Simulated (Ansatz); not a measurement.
Basis sets compared for the cluster Sn₃H₄. Total charge 0; singlet. Geometry PBE-D4/def2-SVP. Ansatz on 4 threads of Arm Neoverse V2 on a shared host; times are rough, and most runs start from earlier orbitals.

```tsv
atom	x (Å)	y (Å)	z (Å)
Sn1	-0.077	-1.317	-1.483
Sn2	1.144	-0.867	1.371
Sn3	-0.586	1.199	0.062
H4	-0.475	-0.024	1.900
H5	0.233	0.516	-1.877
H6	1.434	0.958	0.931
H7	-1.674	-0.466	-0.904
```

In the def2 sets Sn takes a core potential; there is no spin–orbit coupling. The structure comes from a short search, and lower isomers may exist.

Binding counts from free atoms (Sn triplet, H doublet) in the same basis, without a counterpoise term.

```
                          level  functions  energy (Eh)  HOMO (eV)  LUMO (eV)  binding per atom (eV)  wall time
                PBE-D4/def2-SVP         98    -645.2980      -5.04      -3.07                   2.22     0.85 s
               PBE-D4/def2-TZVP        174    -645.3223      -5.04      -3.07                   2.24      1.5 s
            r2SCAN-D4/def2-TZVP        174    -645.5598      -5.25      -3.01                   2.21      3.5 s
               PBE0-D4/def2-SVP         98    -645.3170      -5.82      -2.45                   2.15      1.4 s
PBE0-D4/def2-TZVP (with forces)        174    -645.3395      -5.80      -2.44                   2.17      3.7 s
```

(1) Estimate the rows for PBE-D4/def2-TZVPD, r2SCAN-D4/def2-TZVPD, PBE0-D4/def2-TZVPD.

Answers

(1) 
```json
{"level": "PBE-D4/def2-TZVPD", "functions": "204", "energy (Eh)": "-645.3231", "HOMO (eV)": "-5.06", "LUMO (eV)": "-3.09", "binding per atom (eV)": "2.24", "wall time": "2.4 s"}
{"level": "r2SCAN-D4/def2-TZVPD", "functions": "204", "energy (Eh)": "-645.5605", "HOMO (eV)": "-5.26", "LUMO (eV)": "-3.02", "binding per atom (eV)": "2.21", "wall time": "4.5 s"}
{"level": "PBE0-D4/def2-TZVPD", "functions": "204", "energy (Eh)": "-645.3402", "HOMO (eV)": "-5.81", "LUMO (eV)": "-2.45", "binding per atom (eV)": "2.18", "wall time": "3.5 s"}
```
